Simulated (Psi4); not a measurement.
H₂F₂OSSi (SMILES O[Si](F)(F)S), singlet, geometry from GFN2-xTB, atoms displaced at random by about 0.08 Å a coordinate; HF/STO-3G, gradient (Psi4 1.11).

The Psi4 input:
```
memory 2 GB

molecule mol {
0 1
O     0.121868    1.816870    0.619498
Si   -0.358159    0.147998    0.095815
F    -0.220728    0.396694   -1.785473
F    -1.769968   -0.331432    0.179094
S     1.175851   -1.324769    0.553709
H    -0.279701    2.441743    0.591524
H     1.792651   -0.503640    1.043797
symmetry c1
no_reorient
no_com
}

set {
  basis sto-3g
  reference rhf
}

gradient('scf')
print_variables()
```

What the program printed (banner, timings and long lists left out):

```
gradient() will perform analytic gradient computation.

   => Loading Basis Set <=

    Name: STO-3G
    Role: ORBITAL
    Keyword: BASIS

         ---------------------------------------------------------
                                   SCF
               by Justin Turney, Rob Parrish, Andy Simmonett
                          and Daniel G. A. Smith
                              RHF Reference
         ---------------------------------------------------------

  ==> Geometry <==

    Molecular point group: c1
    Full point group: C1

    Geometry (in Angstrom), charge = 0, multiplicity = 1:

       Center              X                  Y                   Z               Mass
    ------------   -----------------  -----------------  -----------------  -----------------
         O            0.121868000000     1.816870000000     0.619498000000    15.994914619570
         SI          -0.358159000000     0.147998000000     0.095815000000    27.976926534650
         F           -0.220728000000     0.396694000000    -1.785473000000    18.998403162730
         F           -1.769968000000    -0.331432000000     0.179094000000    18.998403162730
         S            1.175851000000    -1.324769000000     0.553709000000    31.972071174400
         H           -0.279701000000     2.441743000000     0.591524000000     1.007825032230
         H            1.792651000000    -0.503640000000     1.043797000000     1.007825032230

  Running in c1 symmetry.

  Rotational constants: A =      0.11651  B =      0.07248  C =      0.06861 [cm^-1]
  Rotational constants: A =   3492.88717  B =   2172.93734  C =   2056.93948 [MHz]
  Nuclear repulsion =  307.104435782409894

  Charge       = 0
  Multiplicity = 1
  Electrons    = 58
  Nalpha       = 29
  Nbeta        = 29

  ==> Algorithm <==

  SCF Algorithm Type is DF.
  DIIS enabled.
  MOM disabled.
  Fractional occupation disabled.
  Guess Type is SAD.
  Energy threshold   = 1.00e-08
  Density threshold  = 1.00e-08
  Integral threshold = 1.00e-12

  ==> Primary Basis <==

  Basis Set: STO-3G
    Blend: STO-3G
    Number of shells: 21
    Number of basis functions: 35
    Number of Cartesian functions: 35
    Spherical Harmonics?: true
    Max angular momentum: 1

   => Loading Basis Set <=

    Name: (STO-3G AUX)
    Role: JKFIT
    Keyword: DF_BASIS_SCF

  ==> Integral Setup <==

  SCF_SUBTYPE=INCORE selected. In-core MEM_DF algorithm will be used.
  Using in-core AOs.

  ==> MemDFJK: Density-Fitted J/K Matrices <==

    J tasked:                   Yes
    K tasked:                   Yes
    wK tasked:                   No
    Algorithm:                 Core
    Schwarz Cutoff:           1E-12
    Mask sparsity (%):       4.5714
    Fitting Condition:        1E-10

   => Auxiliary Basis Set <=

  Basis Set: (STO-3G AUX)
    Blend: DEF2-UNIVERSAL-JKFIT
    Number of shells: 163
    Number of basis functions: 523
    Number of Cartesian functions: 629
    Spherical Harmonics?: true
    Max angular momentum: 4

  Minimum eigenvalue in the overlap matrix is 2.2245751127E-01.
  Reciprocal condition number of the overlap matrix is 1.1316474934E-01.
    Using symmetric orthogonalization.

  ==> Pre-Iterations <==

  SCF Guess: Superposition of Atomic Densities via on-the-fly atomic UHF (no occupation information).

   -------------------------
    Irrep   Nso     Nmo
   -------------------------
     A         35      35
   -------------------------
    Total      35      35
   -------------------------

  ==> Iterations <==

                           Total Energy        Delta E     RMS |[F,P]|

   @DF-RHF iter SAD:  -947.60780755831752   -9.47608e+02   0.00000e+00
   @DF-RHF iter   1:  -949.48006896945822   -1.87226e+00   1.32048e-02 ADIIS/DIIS
   @DF-RHF iter   2:  -949.68887176374960   -2.08803e-01   3.24690e-03 ADIIS/DIIS
   @DF-RHF iter   3:  -949.69908629124507   -1.02145e-02   6.74585e-04 ADIIS/DIIS
   @DF-RHF iter   4:  -949.69997773535761   -8.91444e-04   1.18329e-04 ADIIS/DIIS
[...]
  @DF-RHF Final Energy:  -949.70000660876474
[...]
    Two-Electron Energy =                 682.4668965397141847
    Total Energy =                       -949.7000066087647383

Computation Completed

Properties will be evaluated at   0.000000,   0.000000,   0.000000 [a0]

Properties computed using the SCF density matrix

 Multipole Moments:

 ------------------------------------------------------------------------------------
     Multipole            Electronic (a.u.)      Nuclear  (a.u.)        Total (a.u.)
 ------------------------------------------------------------------------------------

 L = 1.  Multiply by 2.5417464519 to convert [e a0] to [Debye]
 Dipole X            :          2.7472878           -3.0783261           -0.3310382
 Dipole Y            :          4.1583100           -3.9002265            0.2580835
 Dipole Z            :         -3.5396749            4.4118453            0.8721704
 Magnitude           :                                                    0.9679229

 ------------------------------------------------------------------------------------

         ------------------------------------------------------------
                                   SCF GRAD
                          Rob Parrish, Justin Turney,
                       Andy Simmonett, and Alex Sokolov
         ------------------------------------------------------------

  ==> Geometry <==

    Molecular point group: c1
    Full point group: C1

    Geometry (in Angstrom), charge = 0, multiplicity = 1:

       Center              X                  Y                   Z               Mass
    ------------   -----------------  -----------------  -----------------  -----------------
         O            0.121868000000     1.816870000000     0.619498000000    15.994914619570
         SI          -0.358159000000     0.147998000000     0.095815000000    27.976926534650
         F           -0.220728000000     0.396694000000    -1.785473000000    18.998403162730
         F           -1.769968000000    -0.331432000000     0.179094000000    18.998403162730
         S            1.175851000000    -1.324769000000     0.553709000000    31.972071174400
         H           -0.279701000000     2.441743000000     0.591524000000     1.007825032230
         H            1.792651000000    -0.503640000000     1.043797000000     1.007825032230

  Nuclear repulsion =  307.104435782409894

  ==> Basis Set <==

  Basis Set: STO-3G
    Blend: STO-3G
    Number of shells: 21
    Number of basis functions: 35
    Number of Cartesian functions: 35
    Spherical Harmonics?: true
    Max angular momentum: 1

  ==> DFJKGrad: Density-Fitted SCF Gradients <==

    Gradient:                    1
    J tasked:                  Yes
    K tasked:                  Yes
    wK tasked:                  No
    Integrals threads:           1
    Schwarz Cutoff:          1E-12
    Fitting Condition:       1E-10

   => Auxiliary Basis Set <=

  Basis Set: (STO-3G AUX)
    Blend: DEF2-UNIVERSAL-JKFIT
    Number of shells: 163
    Number of basis functions: 523
    Number of Cartesian functions: 629
    Spherical Harmonics?: true
    Max angular momentum: 4

  -Total Gradient:
     Atom            X                  Y                   Z
    ------   -----------------  -----------------  -----------------
       1       -0.346127993710     0.634082980471    -0.022011921364
       2       -0.160805626828    -0.129828557906     0.143790749861
       3        0.010332087864     0.017150411432    -0.128878491472
       4        0.105718260321     0.028251689998    -0.023283676933
       5        0.152659188885     0.124326226040     0.092626126762
       6        0.369688900404    -0.518779185870     0.036756398686
       7       -0.131464816945    -0.155203564171    -0.098999185530

  Variable Map:
  ----------------------------------------------------------------------------
[...]
  Array Variable Map:
  ----------------------------------------------------------------------------
[...]
[...]
```
